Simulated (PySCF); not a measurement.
FH₄NSn. Atoms are numbered in the order given.

```xyz
7

Sn    -0.2828    -0.0451     0.0000
N      0.6560     1.7424     0.0000
F      1.0410    -1.4802     0.0000
H     -1.1363    -0.2296    -1.4640
H     -1.1363    -0.2296     1.4640
H      1.2259     1.9198    -0.8242
H      1.2259     1.9198     0.8242
```

Geometry: PBE0-D3(BJ)/def2-SVP. The def2 effective core potentials stand for the cores of Sn; spin–orbit coupling is left out. Other conformers were not sampled.

Calculation: ωB97X/def2-TZVPD (PySCF).

Symmetry labels are those of the subgroup Cs that the program uses (full group Cs).

Computed valence orbital energies around the gap with their symmetry:
```
orbital  symmetry  energy (eV)
-------  --------  -----------
HOMO−7         A'       -17.60
HOMO−6         A"       -16.18
HOMO−5         A'       -13.86
HOMO−4         A"       -13.47
HOMO−3         A'       -13.46
HOMO−2         A'       -12.35
HOMO−1         A"       -11.84
HOMO           A'       -10.39
LUMO           A'         1.32
LUMO+1         A'         1.49
LUMO+2         A'         1.71
LUMO+3         A'         2.23
```
